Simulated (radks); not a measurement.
The numbers below are computed, except where a source is named.
Q: Coherent X-ray form factor from a spherical all-electron density. Level of theory: scalar-relativistic Kohn-Sham, LDA (Slater exchange, Perdew-Wang correlation), spin-polarised, spherical densities, finite nucleus; Fermi nuclear charge, rms radius of each element as measured or else 0.836 A^(1/3) + 0.57 fm (a radial shooting solver on a logarithmic mesh with Libxc functionals).

| sin(theta)/lambda (1/angstrom) | f0 (electrons) |
|---|---|
| 0.05 | 10.922 |
| 0.1 | 10.700 |
| 0.15 | 10.359 |
| 0.2 | 9.935 |
| 0.25 | 9.465 |
| 0.3 | 8.977 |
| 0.4 | 8.012 |
| 0.5 | 7.100 |
| 0.6 | 6.243 |
| 0.8 | 4.712 |
| 1 | 3.510 |
| 1.25 | 2.507 |
| 1.5 | 1.928 |
| 2 | 1.411 |

The species is in the configuration that NIST lists as its ground one. Which atom or ion scatters so?

A: The sulfur ion S5+, [Ne] 3s1. Extrapolating in s^2 from the first two rows gives f0(0) = 11.0, near the electron count 11; among species with that count, the fall with angle is slower the higher Z, and the table is that of Z = 16; from so few rows the species is fixed only to a neighbour or two.
